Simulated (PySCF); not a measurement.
**Si²⁺: excitation energy**

Si²⁺ [Ne] 3s2 (1S) → Si²⁺ [Ne] 3s1 4s1 (3S), as a difference of total energies. Computed with PySCF 2.14 in dyall-av2z (13s9p2d, 50 functions), with the non-relativistic Hamiltonian (point nucleus). Correlated levels: valence: [Ne] frozen; virtual orbitals above 40 to 60 times the deepest correlated orbital energy dropped. The calculations carry no spin-orbit coupling.

```csv
method,excitation energy (eV)
UHF,17.876
LDA,18.856
PBE,18.723
PBE0,18.684
r2SCAN,18.582
B3LYP,18.995
wB97X-V,18.932
PW91,18.758
MP2 (valence),18.560
```

Problem. Estimate what BP86 gives.

Solution. 18.772 eV, closest to PW91 among the rows shown.

Problem. Estimate what SCS-MP2 (valence) gives.

Solution. 18.796 eV, closest to PW91 among the rows shown.

The promoted electron is Rydberg-like, and one or two diffuse shells describe it only roughly, which tends to raise the upper state.
